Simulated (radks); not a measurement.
The numbers below are computed, except where a source is named.
Question: Orbital eigenvalues (eV) of the technetium ion Tc3+, [Kr] 4d4, of relativity; Dirac values are averaged over j with weights 2j + 1. Spin-unpolarised spherical Kohn-Sham, PBE, point nucleus unless stated (finite: rms radius 4.4112 fm), a radial shooting solver on a logarithmic mesh with Libxc functionals. A level marked "c x" has the speed of light scaled by that factor and shares open shells by 2j + 1; other Dirac levels either fill j = l - 1/2 first or share by 2j + 1.

| shell | non-rel. |
|---|---|
| 1s | -20350 |
| 2s | -2879.3 |
| 2p | -2660.8 |
| 3s | -525.31 |
| 3p | -440.43 |
| 3d | -284.65 |
| 4s | -99.510 |
| 4p | -74.500 |
| 4d | -35.590 |

Give the values at the level "Dirac, c x 0.75".

Answer: 
shell  Dirac, c x 0.75  change of magnitude (%)
1s              -21350                    +4.91
2s             -3116.1                    +8.23
2p             -2725.3                    +2.43
3s             -569.94                    +8.50
3p             -452.47                    +2.73
3d             -277.28                    -2.59
4s             -107.21                    +7.74
4p             -76.186                    +2.26
4d             -34.806                    -2.20
